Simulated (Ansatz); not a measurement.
Species: BHBr, charge 0, doublet. BHBr (SMILES [BH]Br, doublet).
B3LYP-D3(BJ)/def2-TZVP minimum from Ansatz (a quantum-chemistry and plane-wave program):
```xyz
3

B     -0.8850    -1.2987     0.2227
H     -1.8752    -1.5153    -0.3973
Br     0.1800     0.2288    -0.0205
```
Charge 0, spin multiplicity 2.

Total energies in hartree (Ansatz). UHF or UKS for unpaired electrons; spin-orbit terms are left out. Cores are frozen in correlated methods (noble-gas shells, and filled d and f shells in the p block). No relativity. Where a partner has so few electrons that a lower coupled-cluster level is exact, that level stands in. Spin-orbit terms, left out, reach several kcal/mol for Br and I, and more for heavier atoms.

| species | HF/cc-pVTZ | CCSD(T)/cc-pVTZ | HF/cc-pVQZ | CCSD(T)/cc-pVQZ | CCSDT(Q)/cc-pVQZ |
|---|---|---|---|---|---|
| 1: BHBr (SMILES [BH]Br, doublet) | -2597.69545 | -2597.96731 | -2597.69989 | -2597.99434 | -2597.99585 |
| 2: B (doublet) | -24.53207 | -24.59810 | -24.53297 | -24.60084 | -24.60125 |
| 3: H (doublet) | -0.49981 | -0.49981 | -0.49995 | -0.49995 | -0.49995 |
| 4: Br (doublet) | -2572.44509 | -2572.60263 | -2572.44802 | -2572.62195 | -2572.62273 |

Problem. Work out the atomisation energy (electronic, to ground-state atoms) in kcal/mol: take Hartree-Fock from cc-pVQZ, extrapolate the CCSD(T) correlation energy as X^-3 (X = 3, 4), and add CCSDT(Q) - CCSD(T) in cc-pVQZ. 1 hartree = 627.51 kcal/mol.

Solution. 
Species 1: correlation (64·(-0.29445) - 27·(-0.27186))/37 = -0.31093; step -0.00151; E1 = -2597.69989 + (-0.31093) + (-0.00151) = -2598.01233
Species 2: correlation (64·(-0.06787) - 27·(-0.06603))/37 = -0.06921; step -0.00041; E2 = -24.53297 + (-0.06921) + (-0.00041) = -24.60259
Species 3: correlation (64·(0.00000) - 27·(0.00000))/37 = 0.00000; step +0.00000; E3 = -0.49995 + (0.00000) + (+0.00000) = -0.49995
Species 4: correlation (64·(-0.17393) - 27·(-0.15754))/37 = -0.18589; step -0.00078; E4 = -2572.44802 + (-0.18589) + (-0.00078) = -2572.63469
-1·E1 +1·E2 +1·E3 +1·E4 = 0.27510 hartree = 172.6 kcal/mol.
